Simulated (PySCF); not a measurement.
Species: C6H5F3Se.
Numbering: `[CH3:1][c:2]1[cH:3][se:4][c:5]([C:6]([F:7])([F:8])[F:9])[cH:10]1` (hydrogens: H11, H12, H13 on C1; H14 on C3; H15 on C10)

Method: TDDFT wB97X-D/def2-SVPD, vertical, gas phase, core orbitals frozen in the response in PySCF 2.14.0, density-fitted response routines. Isolated species at its PBE0-D3(BJ)/def2-SVP geometry, gas phase. Relativistic effects, spin–orbit coupling among them, are left out although an element past zinc is present. Torsions of this conformer, `[CH3:1][c:2]1[cH:3][se:4][c:5]([C:6]([F:7])([F:8])[F:9])[cH:10]1`: Se4–C5–C6–F7 112°.

| state | E (eV) | λ (nm) | ν̃ (cm⁻¹) | f | \|μ\| (D) | main configurations (H = HOMO, L = LUMO) |
| --- | --- | --- | --- | --- | --- | --- |
| S1 | 5.15 | 240.8 | 41520 | 0.110 | 2.38 | H→L (93%) |
| S2 | 5.48 | 226.3 | 44200 | 0.0003 | 0.11 | H→L+1 (70%), H-1→L+1 (12%) |
| S3 | 5.54 | 223.8 | 44670 | 0.109 | 2.28 | H-1→L (93%) |
| S4 | 5.92 | 209.5 | 47730 | 0.0014 | 0.25 | H-1→L+1 (72%), H→L+1 (12%) |
| S5 | 6.96 | 178.1 | 56130 | 0.018 | 0.82 | H→L+3 (76%) |
| S6 | 7.01 | 176.8 | 56560 | 0.016 | 0.76 | H→L+2 (67%), H-1→L+3 (9%) |

The lowest singlet comes at 241 nm (497 kJ/mol) in the ultraviolet; it is of moderate strength; its leading configuration is HOMO→LUMO (93%). The largest oscillator strength of a single state is 0.110. Löwdin shares by element: HOMO carbon 48% or more, selenium 34% (atoms not listed hold the other 19%); LUMO carbon 55% or more, selenium 21% (atoms not listed hold the other 24%). The oscillator strengths of these states sum to 0.254; summed over the whole spectrum of an exact calculation they would give the number of electrons, 102 (Thomas–Reiche–Kuhn). Weighted by f, the mean energy of these states is 5.56 eV. The listed states span 1.86 eV, and the widest gap between neighbours is 1.04 eV (S4 to S5). Singlets were solved by full linear response.

Cost: about 4 min of CPU time on one thread (grids of density and orbitals included); the machine was shared, so the figure is rough.
